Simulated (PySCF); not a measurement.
Species: AsB₂H₅.
Z-matrix (Å and degrees, PBE0-D3(BJ)/def2-SVP geometry), rows numbered from 1:
```
B 
B   1  1.6406
As  2  2.0113  1  119.75
H   1  1.2117  2  123.42  3    77.29
H   1  1.2130  2  119.90  3   -99.59
H   2  1.2100  1  126.12  3  -175.00
H   3  1.5199  2  100.57  1    34.43
H   3  1.5185  2   97.53  1   132.15
```

Method: PBE0-D3(BJ)/def2-SVP geometry optimisation, gas phase (PySCF).

Take the most abundant isotopes and a rigid rotor. The values belong to one conformer with, in the numbering `[BH2:1][BH:2][AsH2:3]`, B1–B2–As3–H 34° and 132°.

Task: Give the principal moments of inertia and the rotational constants in MHz.

Result: Ia = 17.85, Ib = 142.16, Ic = 152.02 u·Å²; 505379 MHz·u·Å²/I gives A = 28316, B = 3555, C = 3324 MHz.

Task: What kind of rotor is it?

Result: A near-prolate asymmetric top: κ = (2 × 3555 − 28316 − 3324)/(28316 − 3324) = -0.98.

Task: Is it planar, by Δ = Ic − Ia − Ib?

Result: Not planar: Δ = Ic − Ia − Ib = -7.99 u·Å². For a rigid frame Δ = −2 Σ m c², so Σ m c² = 3.99 u·Å² lies off the ab plane: 3.94 from hydrogen and 0.05 from heavier atoms. The atom farthest from that plane is 1.09 Å away.

Task: Give the other two planar moments, Paa and Pbb, and the rms extents of the mass along the axes.

Result: Paa = Σ m a² = (Ib + Ic − Ia)/2 = 138.16 and Pbb = Σ m b² = (Ia + Ic − Ib)/2 = 13.85 u·Å². With the mass M = 101.98 u, the rms extents √(P/M) along a, b and c are 1.16, 0.37, 0.20 Å.

Task: Give the coordinates in the principal-axis frame, origin at the centre of mass.

Result: The sense of each axis is arbitrary; atoms in the order of the calculation.
| atom | mass (u) | a (Å) | b (Å) | c (Å) |
| --- | --- | --- | --- | --- |
| B1 | 11.009 | -2.522 | 0.336 | 0.007 |
| B2 | 11.009 | -1.241 | -0.689 | -0.003 |
| As3 | 74.922 | 0.629 | 0.050 | -0.026 |
| H4 | 1.008 | -2.915 | 0.924 | -0.977 |
| H5 | 1.008 | -3.092 | 0.581 | 1.050 |
| H6 | 1.008 | -1.294 | -1.895 | -0.084 |
| H7 | 1.008 | 0.444 | 1.302 | 0.817 |
| H8 | 1.008 | 1.198 | -0.812 | 1.087 |

Task: Where do the levels up to J = 3 lie, in K?

Result: Above 0(0,0), as E/k:
J = 1: 1(0,1) 0.330, 1(1,1) 1.518, 1(1,0) 1.530
J = 2: 2(0,2) 0.990, 2(1,2) 2.168, 2(1,1) 2.201, 2(2,1) 5.766, 2(2,0) 5.766
J = 3: 3(0,3) 1.981, 3(1,3) 3.142, 3(1,2) 3.208, 3(2,2) 6.756, 3(2,1) 6.757, 3(3,1) 12.726, 3(3,0) 12.726
Those of J = 1 are B + C, A + C and A + B.

Task: Which types of transition are allowed, and where do some lines up to J = 2 fall?

Result: The dipole components are |μa| = 0.12 D, |μb| = 0.12 D, |μc| = 0.48 D. The squared components, which scale the intensities, stand as 0.07 : 0.06 : 1.00 (a : b : c). Some lines, for components of 0.1 D or more:

```
type  branch         J(Ka,Kc)    MHz  lower level (cm⁻¹)
   a       Q  2(1,1) ← 2(1,2)    692               1.507
   a       R  1(0,1) ← 0(0,0)   6880               0.000
   a       R  2(1,2) ← 1(1,1)  13528               1.055
   a       R  2(0,2) ← 1(0,1)  13757               0.229
   a       R  2(1,1) ← 1(1,0)  13990               1.063
   c       Q  2(1,2) ← 2(0,2)  24531               0.688
   c       Q  1(1,1) ← 1(0,1)  24760               0.229
   b       Q  1(1,0) ← 1(0,1)  24991               0.229
   b       Q  2(1,1) ← 2(0,2)  25223               0.688
   b       R  1(1,1) ← 0(0,0)  31640               0.000
   c       R  1(1,0) ← 0(0,0)  31871               0.000
   b       R  2(1,2) ← 1(0,1)  38289               0.229
   c       R  2(1,1) ← 1(0,1)  38981               0.229
   c       Q  2(2,1) ← 2(1,1)  74281               1.530
   b       Q  2(2,0) ← 2(1,1)  74283               1.530
   b       Q  2(2,1) ← 2(1,2)  74973               1.507
   b       R  2(2,1) ← 1(1,0)  88271               1.063
   c       R  2(2,0) ← 1(1,0)  88273               1.063
   c       R  2(2,1) ← 1(1,1)  88502               1.055
   b       R  2(2,0) ← 1(1,1)  88503               1.055
```

Not checked by PBE0-D3(BJ)/def2-SVP frequencies. Constants of a rigid frame at the computed geometry: no zero-point averaging, no centrifugal distortion. Quadrupole hyperfine structure (11B, 75As) is left out.
